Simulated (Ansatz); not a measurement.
Relaxation of C₃H₅NSe (10 atoms, charge 0, multiplicity 1), to a largest force component of 0.02 eV/Å in at most 50 steps.

All numbers below come from RKS PBE0-D4/def2-SVP (Ansatz 0.2.0).

```xyz
10
Properties=species:S:1:pos:R:3:forces:R:3
C -0.626 -1.480 -0.949 -0.65 0.41 -1.23
C -0.205 -1.292 0.275 -0.11 -0.90 2.27
Se 1.484 -0.481 0.564 1.88 -0.27 -3.81
C 0.785 1.262 0.728 -3.13 4.66 0.44
N 0.582 1.983 -0.326 1.29 -2.04 1.63
H -1.645 -1.877 -1.123 0.38 -0.09 0.00
H -0.071 -1.097 -1.812 -0.05 -0.07 -0.43
H 2.450 -1.629 0.870 -0.83 0.02 1.54
H 0.375 1.619 1.743 0.96 -0.75 -0.84
H 0.151 2.924 -0.213 0.26 -0.98 0.43
```

Problem. Where does it end, and by what steps?

Solution. It did not converge within its limit. After 49 steps the energy has fallen by 3.185 eV; H7 moved furthest, 2.11 Å.

| step | energy less start (eV) | largest force component (eV/Å) | accepted |
| --- | --- | --- | --- |
| 0 | 0.0000 | 4.661 | yes |
| 2 | -1.9522 | 1.699 | yes |
| 4 | -2.5651 | 1.162 | yes |
| 6 | -2.8697 | 0.343 | yes |
| 8 | -2.9044 | 0.241 | yes |
| 10 | -2.8909 | 0.601 | no |
| 12 | -2.9150 | 0.125 | yes |
| 14 | -2.9191 | 0.189 | yes |
| 16 | -2.9233 | 0.102 | yes |
| 18 | -2.9268 | 0.088 | yes |
| 20 | -2.9332 | 0.257 | yes |
| 22 | -2.9378 | 0.166 | yes |
| 24 | -2.9439 | 0.340 | yes |
| 26 | -2.9520 | 0.503 | yes |
| 28 | -2.9623 | 0.199 | yes |
| 30 | -2.9682 | 0.309 | yes |
| 32 | -2.9700 | 0.437 | no |
| 34 | -2.9734 | 0.531 | no |
| 36 | -2.9869 | 0.098 | yes |
| 38 | -2.9895 | 0.344 | yes |
| 40 | -3.0010 | 0.625 | yes |
| 42 | -3.0730 | 0.934 | yes |
| 44 | -3.1299 | 1.291 | yes |
| 46 | -3.1677 | 0.478 | yes |
| 48 | -3.1812 | 0.346 | no |
| 49 | -3.1851 | 0.482 | yes |

```xyz
10
Properties=species:S:1:pos:R:3
C -0.712 -2.014 -0.741
C -0.567 -0.689 -0.898
Se 1.159 0.131 -0.875
C 0.644 1.479 0.427
N 1.507 2.170 1.018
H -1.733 -2.415 -0.814
H 0.066 -2.760 -0.519
H 2.309 -0.322 0.019
H -0.464 1.506 0.483
H 1.071 2.845 1.656
```

Run time: 3.1 min on 2 threads of Intel(R) Xeon(R) Platinum 8488C (Sapphire Rapids), on a shared host, peak memory 0.3 GiB.
